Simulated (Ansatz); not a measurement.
Consider the ligand exchange at the Si–N bond: `O=C=N[SiH2]O` + `O[SiH](O)S` → `O[SiH2]S[SiH](O)O` + `N=C=O`.

Gas-phase electronic energies from Ansatz, PBE0-D4/def2-TZVP geometries. CCSD(T)/CBS adds triple-zeta CCSD(T) − MP2 to the extrapolated MP2 energy (def2 sets, frozen cores). This one scheme is used for every species. Functionals use def2-TZVPP. Each species was taken in one conformer, which may not be the lowest.

| level | ΔE (kcal/mol) |
| --- | --- |
| B2PLYP | 7.0 |
| PBE | 3.3 |
| r2SCAN | 4.1 |
| PBE0 | 4.6 |
| HF/def2-TZVPP | 12.8 |
| HF/def2-QZVPP | 13.1 |
| MP2/def2-QZVPP | 5.2 |
| CCSD/CBS(def2) | 6.6 |

Question: What does CCSD(T)/CBS give? (An estimate is asked.)

Answer: Computed: +5.2 kcal/mol. The listed levels differ from it by 1.8, -1.9, -1.1, -0.6, 7.6, 7.9, 0.0, 1.4 kcal/mol.

Largest T1 diagnostic among the species: 0.018.

The D4 term adds −2.7 kcal/mol with B3LYP and −1.4 kcal/mol with PBE0; it sums over pairs of atoms, weighted by their polarisabilities, and B3LYP, whose exchange is more repulsive, gets the larger term. In def2-TZVPP, CCSD(T) changes the Hartree–Fock value by −7.0 kcal/mol (the triples alone add −1.4 kcal/mol) and MP2 by −7.3 kcal/mol.

B3LYP here is the variant with VWN-RPA as its local correlation; programs differ in this.
